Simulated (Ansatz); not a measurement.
C2H4FGe (`C=[CH][GeH][F]`) radical. Total charge 0; spin multiplicity 2.

```xyz
8

C    -0.896    0.341   -0.906
C    -0.498   -0.523    0.024
Ge    1.301   -0.507    0.718
F     2.004    0.982    0.119
H    -1.905    0.317   -1.310
H    -0.235    1.113   -1.288
H    -1.173   -1.299    0.377
H     1.401   -0.424    2.266
```

(1) What are the harmonic wavenumbers in cm⁻¹ at PBE0-D4/def2-TZVP (Ansatz, finite differences of forces, unscaled)? (An estimate is asked.)

(2) Is this a minimum?

(3) Give the ideal-gas thermochemistry at 298.15 K and 1 bar (rigid rotor, harmonic oscillator; point group C1, symmetry number 1).

(4) And at 400, 500, 600, 800 and 1000 K?

Results:

(1) The calculation gave: 118, 158, 332, 421, 570, 642, 675, 682, 992, 1001, 1023, 1272, 1425, 1637, 2054, 3137, 3163, 3227.

(2) Yes, all 18 modes are real.

(3) Zero-point energy 134.8 kJ/mol; H(298) − E = 151.7 kJ/mol; entropy 322.7 J/(mol·K), of which translation 168.5, rotation 107.7, vibration 40.7, electronic 5.8; G(298) − E = 55.5 kJ/mol.

(4) 
| T (K) | H − E (kJ/mol) | S (J/mol/K) | G − E (kJ/mol) |
| --- | --- | --- | --- |
| 400 | 161.1 | 349.5 | 21.3 |
| 500 | 171.6 | 373.0 | -14.9 |
| 600 | 183.2 | 394.1 | -53.2 |
| 800 | 208.9 | 430.9 | -135.8 |
| 1000 | 236.9 | 462.2 | -225.2 |
